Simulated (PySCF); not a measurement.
Computed shifts of a molecule C₂H₆F₂Si, PBE0/pcSseg-1 in PySCF, GIAO, gas phase, atoms alike by connectivity averaged where their shifts nearly agree, in ppm (number of nuclei): ¹³C: 80.4 (1), -2.5 (1). ²⁹Si: 23.1 (1). ¹⁹F: -212.4 (1), -309.2 (1). ¹H: 5.59 (1), 4.91 (1), 4.42 (1), 0.51 (3). References: ¹³C against TMS (σ = 186.3 ppm); ²⁹Si against TMS (σ = 352.7 ppm); ¹⁹F against CFCl3 (σ = 167.2 ppm); ¹H against TMS (σ = 31.56 ppm), references at their B3LYP-D3(BJ)/def2-TZVP geometries, non-relativistic. Geometry: PBE0-D3(BJ)/def2-SVP. The values are those of a single conformer.

Q: Pick the molecule that these values belong to.
(A) FC[SiH2]CF
(B) C[C@@H](F)[SiH2]F
(C) C[Si@H](F)CF
(D) CC(F)(F)[SiH3]

A: C, C[Si@H](F)CF
